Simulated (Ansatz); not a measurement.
Mg4H8, relaxed as a singlet with RKS r2SCAN-D4/def2-SVP in Ansatz, starting from the GFN2-xTB geometry. Force threshold 0.02 eV/Å.

The structure comes from a short search, and lower isomers may exist.

Start:

Cartesian coordinates in Å:
```
Mg 0.355 -1.310 1.801
Mg -0.770 0.331 -2.106
Mg -1.304 0.740 0.545
Mg 1.506 0.553 -0.098
H 2.505 0.668 -1.331
H 0.120 1.974 0.258
H -0.122 -1.174 -0.480
H -0.079 -2.743 2.344
H -0.082 0.113 -3.518
H -2.281 0.808 -1.135
H 1.826 -0.183 1.675
H -1.676 0.223 2.044
```

```csv
step,energy (eV),largest force component (eV/Å),SCF passes
1,-21895.0739,1.450,15
2,-21895.8876,0.773,16
3,-21896.3278,0.419,16
4,-21896.5614,0.376,16
5,-21896.6219,0.166,16
6,-21896.6746,0.117,16
7,-21896.7383,0.167,16
8,-21896.8085,0.239,16
9,-21896.9145,0.309,16
10,-21897.0249,0.241,16
11,-21897.0870,0.037,16
12,-21897.0882,0.011,17
```

Force components are those of the run's own axes.

End:

```csv
atom,x (Å),y (Å),z (Å)
Mg1,0.044,-1.352,1.715
Mg2,-0.189,0.157,-2.171
Mg3,-1.298,0.998,0.468
Mg4,1.512,0.756,0.204
H5,1.538,0.902,-1.595
H6,0.240,1.976,0.754
H7,-0.059,-0.484,-0.184
H8,-0.055,-2.987,2.198
H9,-0.398,-0.722,-3.621
H10,-1.629,1.173,-1.297
H11,1.729,-0.345,1.616
H12,-1.435,-0.072,1.913
```

Bonds formed: Mg1–H12, Mg2–H5, Mg3–H7, Mg4–H7 (atoms count from 1).

No frequencies were taken in this run, so the end may be a saddle point.

Hardware: 4 threads of AMD EPYC 7B13 on a shared host. Wall time 17 s.
